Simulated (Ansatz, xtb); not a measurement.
# BrH7SSi3: which of two isomers lies lower

We compare X, `[SiH3][Si]([SiH3])(S)Br`, a singlet, with Y, `[SiH3][SiH2][Si@@H](S)Br`, a singlet. Both are isolated molecules in the gas phase, relaxed with PBE-D3(BJ)/def2-SVP; the shapes shown needn't be the lowest conformers.

X (Å):

```tsv
atom	x (Å)	y (Å)	z (Å)
Br	-3.3899	-1.5707	3.5601
S	-2.3671	1.5529	2.2848
Si	-2.8687	-1.2456	-0.1021
Si	-2.0734	-0.5873	2.0117
Si	0.1498	-1.1678	2.5158
H	-4.3296	-0.9062	-0.1987
H	-2.6677	-2.7225	-0.3110
H	-2.1083	-0.4927	-1.1636
H	1.0708	-0.4152	1.5902
H	0.4430	-0.7783	3.9375
H	0.3700	-2.6452	2.3304
H	-1.5090	1.8596	1.2678
```

Y (Å):

```xyz
12

Br   -2.8039    1.6474   -1.1506
S     0.7207    1.0883   -2.0794
Si   -1.0803   -1.5068    0.9741
Si   -0.3841    0.6971    1.4233
Si   -0.6223    1.8779   -0.5905
H    -0.6931   -2.4354    2.0926
H    -2.5683   -1.5473    0.7751
H    -0.4079   -1.9807   -0.2898
H     1.0575    0.7232    1.8610
H    -1.2425    1.3127    2.4970
H    -0.3143    3.3462   -0.5616
H     0.4219   -0.2129   -1.7973
```

Quicker runs give these differences E(Y) − E(X): GFN2-xTB −6.88 kJ/mol; HF/STO-3G −7.06 kJ/mol (at GFN2-xTB geometries); r2SCAN-D4/def2-SVP −2.65 kJ/mol (at GFN2-xTB geometries).

**Question.** Estimate E(Y) − E(X) at the level CCSD(T)/def2-SVP + ΔMP2/def2-TZVPP.

**Answer.** Too close to call at this level: CCSD(T)/def2-SVP + ΔMP2/def2-TZVPP gives E(Y) − E(X) = −7.24 kJ/mol.

Level by level:

```
                             level             geometry  E(Y) − E(X) (kJ/mol)  departure from the last row (kJ/mol)  job, with rough time for the two
                          GFN2-xTB             GFN2-xTB                   −6.88                                 +0.36              optimisation, 0.26 s
                         HF/STO-3G             GFN2-xTB                   −7.06                                 +0.18              single point, 0.56 s
                r2SCAN-D4/def2-SVP             GFN2-xTB                   −2.65                                 +4.58               single point, 3.5 s
               PBE-D3(BJ)/def2-SVP  PBE-D3(BJ)/def2-SVP                  −11.01                                 −3.77                optimisation, 34 s
                       HF/def2-SVP  PBE-D3(BJ)/def2-SVP                   −7.41                                 −0.17           part of the CCSD(T) run
                      MP2/def2-SVP  PBE-D3(BJ)/def2-SVP                  −10.41                                 −3.17           part of the CCSD(T) run
                  CCSD(T)/def2-SVP  PBE-D3(BJ)/def2-SVP                  −10.87                                 −3.63                      single point
CCSD(T)/def2-SVP + ΔMP2/def2-TZVPP  PBE-D3(BJ)/def2-SVP                   −7.24                                                      single point, 46 s
```

As drawn, both hold the same kinds of bond in the same numbers.

The largest departure from CCSD(T)/def2-SVP + ΔMP2/def2-TZVPP is that of r2SCAN-D4/def2-SVP, 4.58 kJ/mol. The last row adds to CCSD(T) the change of the MP2 difference between the two basis sets, here +3.63 kJ/mol.

With thermal terms from frequencies at re-optimised GFN2-xTB minima (ideal gas, soft modes damped towards free rotors, one conformer each, 298.15 K, 1 atm): the zero-point term adds +1.71 kJ/mol; ΔH is −6.77 and ΔG −4.08 kJ/mol.

The correlated steps freeze 29 core orbitals; the filled d shell of Br is correlated, in a basis made for valence electrons. Mirror images aren't counted in ΔG. Programs: Ansatz 0.2.0, xtb 6.7.1; the last row on 2 threads of Intel(R) Xeon(R) 6975P-C (Granite Rapids) on a shared host.
